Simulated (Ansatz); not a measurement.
C4H12BN (`BN(C)C(C)C`), relaxed with RKS PBE-D4/def2-SVP in the Gaussian-basis code of Ansatz from a rough embedded geometry. The force threshold is 0.03 eV/Å; the program also tests the step.

Total charge 0; spin multiplicity 1.

Start:

```xyz
18

B    -1.184   -1.328    0.584
N    -0.373   -0.691   -0.588
C     0.643   -1.644   -1.033
C     0.246    0.669   -0.259
C     1.038    0.744    0.975
C    -0.930    1.729   -0.296
H    -0.703   -1.603    1.598
H    -2.343   -1.454    0.412
H     1.242   -1.230   -1.797
H     1.323   -1.929   -0.144
H     0.161   -2.583   -1.379
H     0.866    0.947   -1.119
H     1.816    0.036    0.944
H     1.451    1.760    1.071
H     0.395    0.567    1.888
H    -0.504    2.761   -0.208
H    -1.605    1.593    0.580
H    -1.540    1.658   -1.228
```

| step | energy (eV) | largest force (eV/Å) | largest move (Å) |
| --- | --- | --- | --- |
| 1 | -6495.0652 | 3.446 | 0.000 |
| 2 | -6495.4762 | 1.552 | 0.167 |
| 3 | -6495.6737 | 0.573 | 0.166 |
| 4 | -6495.8071 | 0.726 | 0.152 |
| 5 | -6496.0410 | 0.869 | 0.194 |
| 6 | -6496.2979 | 0.980 | 0.196 |
| 7 | -6496.5551 | 0.938 | 0.195 |
| 8 | -6496.7676 | 0.739 | 0.193 |
| 9 | -6496.9269 | 1.111 | 0.196 |
| 10 | -6497.0306 | 0.813 | 0.200 |
| 11 | -6497.1164 | 0.342 | 0.195 |
| 12 | -6497.1744 | 0.153 | 0.200 |
| 13 (rejected) | -6497.1728 | 0.302 | 0.200 |
| 14 | -6497.1852 | 0.543 | 0.096 |
| 15 | -6497.1942 | 0.104 | 0.100 |
| 16 (rejected) | -6497.1916 | 0.272 | 0.107 |
| 17 | -6497.1952 | 0.020 | 0.053 |

End:

```xyz
18

B    -1.389   -1.303    0.329
N    -0.208   -0.791   -0.224
C     0.791   -1.662   -0.833
C     0.202    0.633   -0.200
C     1.126    0.918    0.994
C    -0.977    1.605   -0.235
H    -1.580   -2.505    0.276
H    -2.200   -0.564    0.848
H     0.970   -1.384   -1.896
H     1.768   -1.598   -0.306
H     0.446   -2.710   -0.795
H     0.792    0.795   -1.132
H     1.979    0.212    1.033
H     1.543    1.944    0.935
H     0.562    0.827    1.945
H    -0.602    2.638   -0.379
H    -1.556    1.581    0.708
H    -1.667    1.364   -1.067
```

Run time 29 s (4 threads of an Arm Neoverse V2 on a shared host); peak host memory 0.19 GiB.
